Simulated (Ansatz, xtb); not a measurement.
## Two isomers of C5H3NO3

Structure a is `O=Cc1coc(C=O)n1`, a singlet and structure b is `O=Cc1ncoc1C=O`, a singlet. Both are isolated molecules in the gas phase, relaxed with B3LYP/def2-SVP, each in the lowest conformer that the search found.

a (Å):

```yaml
atoms:
  - { symbol: C, position_ang: [0.8648, 0.1049, 0.8807] }
  - { symbol: C, position_ang: [-0.1077, 0.1412, -0.2297] }
  - { symbol: C, position_ang: [-0.3378, 1.1626, -1.1252] }
  - { symbol: C, position_ang: [-1.6439, -0.4894, -1.5560] }
  - { symbol: C, position_ang: [-2.7000, -1.2321, -2.2750] }
  - { symbol: N, position_ang: [-0.9577, -0.9006, -0.5309] }
  - { symbol: O, position_ang: [1.6097, 1.0197, 1.1440] }
  - { symbol: O, position_ang: [-1.3069, 0.7681, -1.9641] }
  - { symbol: O, position_ang: [-3.3053, -0.7994, -3.2234] }
  - { symbol: H, position_ang: [0.8527, -0.8498, 1.4619] }
  - { symbol: H, position_ang: [0.0905, 2.1518, -1.2634] }
  - { symbol: H, position_ang: [-2.8758, -2.2447, -1.8392] }
```

b (Å):

```xyz
12

C     0.6845    0.3671    0.1051
C    -0.1292   -0.8671    0.1199
C    -0.5747   -2.9212    0.3558
C    -1.4727   -1.0356   -0.1645
C    -2.5451   -0.1070   -0.5672
N     0.4159   -2.0924    0.4491
O     0.2518    1.4611   -0.1766
O    -1.7440   -2.3572   -0.0092
O    -3.6836   -0.4557   -0.7743
H     1.7530    0.1978    0.3817
H    -0.5796   -3.9960    0.5322
H    -2.1972    0.9462   -0.6602
```

Quicker runs give these differences E(b) − E(a): GFN2-xTB −5.17 kJ/mol; HF/STO-3G −1.16 kJ/mol (at GFN2-xTB geometries); r2SCAN-D4/def2-SVP −4.31 kJ/mol (at GFN2-xTB geometries).

Q: Estimate E(b) − E(a) at the level CCSD(T)/def2-SVP + ΔMP2/def2-TZVPP.

A: Calculated at CCSD(T)/def2-SVP + ΔMP2/def2-TZVPP: E(b) − E(a) = −4.30 kJ/mol, so structure b lies lower.

How the difference moves with the method:

| level | geometry | E(b) − E(a) (kJ/mol) | departure from the last row (kJ/mol) | job, with rough time for the two |
| --- | --- | --- | --- | --- |
| GFN2-xTB | GFN2-xTB | −5.17 | −0.87 | optimisation, 0.43 s |
| HF/STO-3G | GFN2-xTB | −1.16 | +3.14 | single point, 1.9 s |
| r2SCAN-D4/def2-SVP | GFN2-xTB | −4.31 | 0.00 | single point, 11 s |
| B3LYP/def2-SVP | B3LYP/def2-SVP | −3.94 | +0.36 | optimisation, 2.4 min |
| HF/def2-SVP | B3LYP/def2-SVP | −3.87 | +0.43 | part of the CCSD(T) run |
| MP2/def2-SVP | B3LYP/def2-SVP | −6.01 | −1.71 | part of the CCSD(T) run |
| CCSD(T)/def2-SVP | B3LYP/def2-SVP | −6.26 | −1.96 | single point |
| CCSD(T)/def2-SVP + ΔMP2/def2-TZVPP | B3LYP/def2-SVP | −4.30 |  | single point, 5.3 min |

As drawn, both hold the same kinds of bond in the same numbers.

HF/STO-3G finds them nearly level. The largest departure from CCSD(T)/def2-SVP + ΔMP2/def2-TZVPP is that of HF/STO-3G, 3.14 kJ/mol. The last row adds to CCSD(T) the change of the MP2 difference between the two basis sets, here +1.96 kJ/mol.

With thermal terms from frequencies at re-optimised GFN2-xTB minima (ideal gas, soft modes damped towards free rotors, one conformer each, 298.15 K, 1 atm): the zero-point term adds +0.74 kJ/mol; ΔH is −3.66 and ΔG −3.59 kJ/mol.

The correlated steps freeze 9 core orbitals. Programs: Ansatz 0.2.0, xtb 6.7.1; the last row on 2 threads of Intel(R) Xeon(R) Processor @ 2.50GHz (Skylake/Cascade Lake) on a shared host.
